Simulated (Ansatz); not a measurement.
Reaction (cleavage of the Si–Si bond): `O[Si]([SiH3])(Cl)Br` + `[AlH2][SH]` → `[AlH2][S][SiH3]` + `O[SiH](Cl)Br`

Program: Ansatz. Geometries: PBE0-D4/def2-TZVP. ΔE: electronic, gas phase. CCSD(T)/CBS adds triple-zeta CCSD(T) − MP2 to the extrapolated MP2 energy (def2 sets, frozen cores). This one scheme is used for every species. For Br outer-core shells are correlated without core-valence functions, which leaves a few kJ/mol of doubt a bond. Scalar relativity is left out up to krypton. One conformer a species, not always the lowest.

`O[Si]([SiH3])(Cl)Br`:

Z-matrix (Å, degrees):
```
Si
Si 1 2.329
Cl 1 2.056 2 110.7
O 1 1.628 2 109.2 3 -121.4
Br 1 2.225 2 110.3 3 117.6
H 2 1.484 1 107.8 3 -58.3
H 2 1.485 1 109.4 3 61.4
H 2 1.484 1 109.2 3 -177.9
H 4 0.960 1 119.0 2 -178.3
```

`[AlH2][SH]`:

Z-matrix (Å, degrees):
```
Al
S 1 2.181
H 1 1.579 2 116.5
H 1 1.581 2 118.9 3 -180.0
H 2 1.344 1 93.7 3 180.0
```

`[AlH2][S][SiH3]`:

Z-matrix (Å, degrees):
```
Si
S 1 2.141
H 1 1.485 2 111.2
H 1 1.485 2 111.2 3 -121.6
H 1 1.483 2 106.6 3 119.2
Al 2 2.180 1 98.5 3 60.8
H 6 1.578 2 117.2 1 -179.9
H 6 1.582 2 118.3 1 0.0
```

`O[SiH](Cl)Br`:

Z-matrix (Å, degrees):
```
Si
Cl 1 2.042
Br 1 2.209 2 107.7
O 1 1.622 2 111.3 3 -122.0
H 1 1.468 2 109.7 3 119.5
H 4 0.959 1 119.2 2 63.3
```

```csv
level,ΔE (eV)
HF/def2-SVP,-0.68
CCSD(T)/def2-TZVPP,-0.60
```

**Question.** What does CCSD(T)/CBS give? (An estimate is asked.)

**Answer.** Ansatz gave: -0.62 eV. The listed levels differ from it by -0.06, 0.02 eV.

Largest T1 diagnostic among the species: 0.011.

From r2SCAN to r2SCAN0 (25 % exact exchange), in def2-TZVPP and without D4, ΔE moves by −0.03 eV. Leaving LDA and LC-ωPBE aside and taking each functional with its dispersion term where it has one, the values, not all of them listed here, spread over 0.16 eV, from PBE-QIDH to PBE-D4.
